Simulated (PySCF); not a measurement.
GaH2F.
Z-matrix (Å and degrees, PBE0-D3(BJ)/def2-SVP geometry), rows numbered from 1:
```
Ga
H   1  1.5596
H   1  1.5599  2  132.20
F   1  1.7574  2  113.82  3   179.87
```

The closed-shell ground state was solved at several levels (PySCF, density fitting, gas phase). The calculation is non-relativistic and has no spin–orbit coupling, an omission that weighs most on gallium.

```
                          level  basis functions  total energy (Eh)  HOMO (eV)  LUMO (eV)  gap (eV)  dipole (D)
B3LYP/pcSseg-1 (pcSseg-2 on Ga)               90         -2026.0191      -8.75      -1.96      6.79        2.18
            CAM-B3LYP/def2-SVPD               77         -2025.7012     -10.44      -0.83      9.61        2.43
 PBE0/pcSseg-1 (pcSseg-2 on Ga)               90         -2025.6047      -8.96      -1.64      7.32        2.20
     PBE/pcJ-1 (pcSseg-1 on Ga)               88         -2025.3400      -7.56      -2.43      5.13        1.96
```

Question: What might PBE/pcSseg-1 (pcSseg-2 on Ga) (90 basis functions) give for the same quantities?

Answer: Total energy -2025.5753 Eh, HOMO -7.52 eV, LUMO -2.42 eV, gap 5.10 eV, dipole 2.00 D.

Question: Over all these levels, which gives the widest orbital gap and which the narrowest?

Answer: CAM-B3LYP/def2-SVPD (range-separated hybrid) has the widest, 9.61 eV, and PBE/pcSseg-1 (pcSseg-2 on Ga) (GGA) the narrowest, 5.10 eV. Functional and basis both differ between the two, so the spread mixes both effects.

Question: In the pcSseg-1 (pcSseg-2 on Ga) basis, how does the gap go with the fixed share of exact exchange?

Answer: PBE (0 %) 5.10 eV; B3LYP (20 %) 6.79 eV; PBE0 (25 %) 7.32 eV. Each rise in the share widens the gap here.

Question: How far do the dipole and the HOMO energy spread over the levels?

Answer: The dipole runs from 1.96 to 2.43 D (mean 2.15 D) and the HOMO from -10.44 to -7.52 eV.
